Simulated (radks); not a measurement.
Values are calculated unless marked as measured or tabulated.
Task: Pt LXI, 18 electrons, occupied as [Ar]. Level of theory: non-relativistic Kohn-Sham, exchange-only B88, spin-polarised, spherical densities, point nucleus; relativity is left out, which matters for an element this heavy (a radial shooting solver on a logarithmic mesh with Libxc functionals). Some entries of the table are withheld. Estimate them.

orbital,occ.,eigenvalue (Ry),<1/r> (bohr^-1)
1s,2,(1),77.45
2s,2,(2),(3)
2p,6,-1161.161,18.40
3s,2,(4),7.688
3p,6,-466.5875,7.645

Result: 
(1) 1s eigenvalue (Ry): -5562.194
(2) 2s eigenvalue (Ry): -1191.769
(3) 2s <1/r> (bohr^-1): 18.41
(4) 3s eigenvalue (Ry): -478.6655
